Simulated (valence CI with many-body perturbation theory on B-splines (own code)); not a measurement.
# Dy XXXIV: magnetic and hyperfine properties of the levels

Calculated by valence CI with perturbative core correlation (CI+MBPT): five valence electrons over a frozen Dirac-Fock core [Ar] 3d10, a basis of 11 s, 11 p, 10 d, 8 f, 5 g, 2 h functions for each j, with the one-electron correlation potential Σ1 (screened to all orders), the two-electron term Σ2, the three-electron term Σ3, Breit, model QED; selected single and double excitations, second order for the rest, scaled by the run's own slope (own B-spline code, finite nucleus).

The last digits are not significant, and no measured levels were compared; by estimate large intervals hold to a few tenths of a per cent, small ones and those within an open d or f shell to about a per cent. Among the levels kept, up to 2100 cm⁻¹ of a level comes from second order outside the variational space, and about a tenth of that is noise between levels of different J, which matters for small intervals.

A/g_I is the dipole constant over the nuclear g factor μ/I (μ in nuclear magnetons, uniformly magnetised nucleus), B/Q the quadrupole constant per barn. Both hold the static response of the core; the bare values leave it out. Large factors of s and p1/2 electrons are usually good to 5 to 10 %; those of open d and f shells near neutrality can be off by tens of per cent, and small factors of p3/2, d and f electrons come from cancelling terms and can be off by a factor of two or in sign, in half-filled shells by more. B is blank for J = 1/2, where it vanishes, and for nearly pure S terms. Energies count from the lowest level.

Levels are named by their leading jj configuration (3d3/2^4 stands for four electrons in 3d with j = 3/2), which in mixed levels can hold well under half, so a name can repeat and another be missing. Letters in brackets count levels of one name in rising energy.

| Level | E (cm⁻¹) | g | A/g_I (MHz) | A/g_I bare | B/Q (MHz/b) | B/Q bare |
| --- | --- | --- | --- | --- | --- | --- |
| (4s^2 4p1/2^2 4p3/2) J=3/2 | 0 | 1.390 | 33300 | 31800 | 61500 | 59200 |
| (4s^2 4p1/2 4p3/2^2) J=3/2 | 371780 | 1.444 | -9600 | -9550 | 11900 | 11500 |
| (4s^2 4p1/2 4p3/2^2) J=5/2 | 408720 | 1.197 | 81200 | 78200 | -216 | -197 |
| (4s^2 4p1/2 4p3/2^2) J=1/2 | 455170 | 0.661 | 265000 | 256000 |  |  |
| (4s^2 4p3/2^3) J=3/2 | 833110 | 1.292 | 36500 | 35000 | -73500 | -70700 |
| (4s 4p1/2^2 4p3/2^2) J=5/2 | 985920 | 1.492 | 177000 | 171000 | 16700 | 16100 |
| (4s^2 4p1/2^2 4d3/2) J=3/2 | 1002400 | 0.861 | -2140 | -1610 | -2180 | -1940 |
| (4s 4p1/2^2 4p3/2^2) J=1/2 | 1100700 | 2.183 | 772000 | 744000 |  |  |
| (4s 4p1/2^2 4p3/2^2) J=3/2 | 1126100 | 1.111 | -79400 | -76400 | -12400 | -12000 |
| (4s^2 4p1/2^2 4d5/2) J=5/2 | 1156600 | 1.201 | 18900 | 18600 | 19400 | 18900 |
| (4s 4p1/2 4p3/2^3) J=3/2 | 1366600 | 1.211 | 72000 | 69500 | -50100 | -48200 |
| (4s^2 4p1/2 4p3/2 4d3/2) J=5/2 [a] | 1379700 | 1.014 | 78500 | 75900 | -16600 | -15900 |
| (4s^2 4p1/2 4p3/2 4d3/2) J=1/2 [a] | 1381300 | 0.329 | 65600 | 64300 |  |  |
| (4s^2 4p1/2 4p3/2 4d3/2) J=3/2 [a] | 1386900 | 1.245 | 120000 | 116000 | -34800 | -33500 |
| (4s^2 4p1/2 4p3/2 4d3/2) J=7/2 | 1418900 | 1.069 | 58500 | 56600 | 54500 | 52600 |
| (4s 4p1/2 4p3/2^3) J=5/2 | 1427200 | 1.193 | 169000 | 163000 | -74600 | -71700 |
| (4s^2 4p1/2 4p3/2 4d5/2) J=7/2 [a] | 1470200 | 1.311 | -9680 | -9140 | 73700 | 71100 |
| (4s 4p1/2 4p3/2^3) J=1/2 | 1493700 | 1.250 | -4620 | -5000 |  |  |
| (4s^2 4p1/2 4p3/2 4d5/2) J=9/2 | 1510000 | 1.205 | 44100 | 42600 | 58600 | 56500 |
| (4s^2 4p1/2 4p3/2 4d3/2) J=5/2 [b] | 1512000 | 1.264 | 10800 | 10600 | 35500 | 34200 |
| (4s^2 4p1/2 4p3/2 4d3/2) J=3/2 [b] | 1514100 | 1.201 | -16600 | -16000 | 9770 | 9340 |
| (4s^2 4p1/2 4p3/2 4d5/2) J=3/2 [a] | 1529100 | 1.115 | -11300 | -10600 | -29900 | -28700 |
| (4s^2 4p1/2 4p3/2 4d3/2) J=1/2 [b] | 1559300 | 1.938 | -28300 | -27000 |  |  |
| (4s^2 4p1/2 4p3/2 4d5/2) J=5/2 [a] | 1572500 | 1.175 | 79200 | 76600 | -38800 | -37300 |
| (4s^2 4p1/2 4p3/2 4d5/2) J=7/2 [b] | 1594000 | 1.090 | 50100 | 48500 | 19400 | 18800 |
| (4s^2 4p1/2 4p3/2 4d5/2) J=3/2 [b] | 1594500 | 1.396 | 68700 | 66600 | -17300 | -16700 |
| (4s^2 4p1/2 4p3/2 4d5/2) J=5/2 [b] | 1620700 | 1.202 | 9170 | 9010 | 16400 | 15900 |
| (4s^2 4p1/2 4p3/2 4d5/2) J=3/2 [c] | 1634600 | 0.868 | 66800 | 64800 | 18600 | 18000 |
| (4s^2 4p1/2 4p3/2 4d5/2) J=1/2 | 1666700 | 1.041 | -85400 | -81700 |  |  |
| (4s 4p3/2^4) J=1/2 [a] | 1853200 | 1.695 | 384000 | 371000 |  |  |
| (4s^2 4p3/2^2 4d3/2) J=1/2 | 1886300 | 1.137 | 18900 | 17200 |  |  |
| (4s^2 4p3/2^2 4d3/2) J=3/2 [a] | 1888500 | 1.166 | 25300 | 24400 | -28700 | -27700 |
| (4s^2 4p3/2^2 4d5/2) J=7/2 | 1889700 | 1.271 | 19600 | 19100 | 13500 | 13100 |
| (4s^2 4p3/2^2 4d3/2) J=5/2 | 1894200 | 1.207 | 36900 | 35800 | -9610 | -9300 |
| (4s^2 4p3/2^2 4d5/2) J=9/2 | 1903000 | 1.234 | 20400 | 19900 | 39300 | 38000 |
| (4s^2 4p3/2^2 4d3/2) J=7/2 | 1922300 | 1.086 | 28200 | 27300 | 4410 | 4510 |
| (4s^2 4p3/2^2 4d3/2) J=3/2 [b] | 1965100 | 0.935 | 18100 | 18000 | 23900 | 23100 |
| (4s^2 4p3/2^2 4d5/2) J=5/2 [a] | 1993800 | 1.204 | 9570 | 9600 | 86300 | 83200 |
| (4s 4p1/2^2 4p3/2 4d3/2) J=5/2 [a] | 1994000 | 1.326 | 128000 | 124000 | 17500 | 16800 |
| (4s 4p1/2^2 4p3/2 4d3/2) J=3/2 [a] | 1998100 | 1.419 | 124000 | 120000 | -4800 | -4720 |

**Question.** Take the isotope of mass number 161, with I = 5/2, μ = -0.479 μN and Q = 2.51 b. What is the hyperfine structure of (4s^2 4p1/2 4p3/2^2) J=5/2?

**Answer.** From the table A = -15600 MHz, B = -542 MHz. Shifts from the centre of gravity in MHz: F = 0: 136000, F = 1: 121000, F = 2: 89700, F = 3: 43100, F = 4: -19300, F = 5: -97600.
